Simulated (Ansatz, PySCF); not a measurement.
Dimer: SiH4 (SMILES [SiH4]) (first 5 atoms) with AsH3 (SMILES [AsH3]); geometry from B3LYP-D3(BJ)/def2-TZVP, rigid monomers moved along the line of their centres of mass till Si1···H9 is 3.80 Å.
(charge 0, multiplicity 1):
```xyz
9

Si     0.005    -0.082     0.197
H      0.314    -0.630    -1.143
H     -1.422     0.307     0.256
H      0.852     1.102     0.458
H      0.274    -1.113     1.225
As     0.121     0.503     4.673
H     -0.617     1.094     5.871
H     -0.714    -0.771     4.716
H     -0.841     1.162     3.689
```

Monomers are frozen at their geometry in the pair; levels with a basis set take the counterpoise correction.

Frozen-core correlation. Filled d and f shells under p-block atoms count as core. CBS(a, b) extrapolates the correlation energy as X⁻³ and adds the Hartree–Fock energy of set b.

Run with Ansatz (an electronic-structure program) with Gaussian orbitals; PySCF for the dispersion terms. 

PBE/def2-TZVPPD gives -1.1 kJ/mol for the interaction energy.

Q: Where do these levels fall relative to PBE: PBE-D3(BJ)/def2-TZVPPD, r2SCAN/def2-TZVPPD, PBE0/def2-TZVPPD, wB97M-V/def2-TZVPPD, MP2/CBS(def2-SVPD, def2-TZVPPD), CCSD(T)/CBS(def2-SVPD, def2-TZVPPD).

A: PBE-D3(BJ)/def2-TZVPPD -3.0; r2SCAN/def2-TZVPPD -0.4; PBE0/def2-TZVPPD 0.3; wB97M-V/def2-TZVPPD -1.7; MP2/CBS(def2-SVPD, def2-TZVPPD) -1.6; CCSD(T)/CBS(def2-SVPD, def2-TZVPPD) -1.5 kJ/mol. 1 of 6 lie above PBE; the widest gap is to PBE-D3(BJ)/def2-TZVPPD.
